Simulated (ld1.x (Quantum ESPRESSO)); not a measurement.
# An all-electron radial function and its pseudo partner (neon (Ne))

Columns: radius, all-electron u(r) and pseudo u(r) of the 2p shell (level -13.33 eV) of neon in the configuration [He] 2s2 2p6; PBE, scalar-relativistic, TM scheme, ld1.x (Quantum ESPRESSO) 7.5.

```tsv
r (bohr)	all-electron	pseudo
0.045	0.0469	0.0210
0.090	0.1514	0.0820
0.135	0.2780	0.1771
0.180	0.4066	0.2969
0.225	0.5264	0.4301
0.270	0.6321	0.5644
0.315	0.7219	0.6888
0.360	0.7955	0.7945
0.405	0.8538	0.8766
0.450	0.8978	0.9338
0.495	0.9290	0.9682
0.540	0.9490	0.9840
0.585	0.9594	0.9861
0.630	0.9618	0.9793
0.675	0.9575	0.9671
0.720	0.9477	0.9519
0.765	0.9336	0.9349
0.810	0.9160	0.9163
0.855	0.8958	0.8958
0.900	0.8735	0.8735
0.945	0.8497	0.8497
0.990	0.8249	0.8249
1.035	0.7994	0.7994
1.080	0.7735	0.7735
1.125	0.7474	0.7474
1.170	0.7215	0.7215
```

(1) How many radial nodes do the two functions have?

(2) At about which radius was the pseudo-wave matched?

(3) Is the pseudo-wave norm-conserving?

Answers

(1) The all-electron 2p function has n − l − 1 = 0; the pseudo-wave has 0.

(2) 0.90 bohr. The columns agree to 0.0005 from 0.81 bohr on; several derivatives are matched, so the curves merge somewhat inside the radius.

(3) Yes: the TM scheme keeps the norm inside the radius equal to the all-electron one, which fixes the energy derivative of the logarithmic derivative at the level.
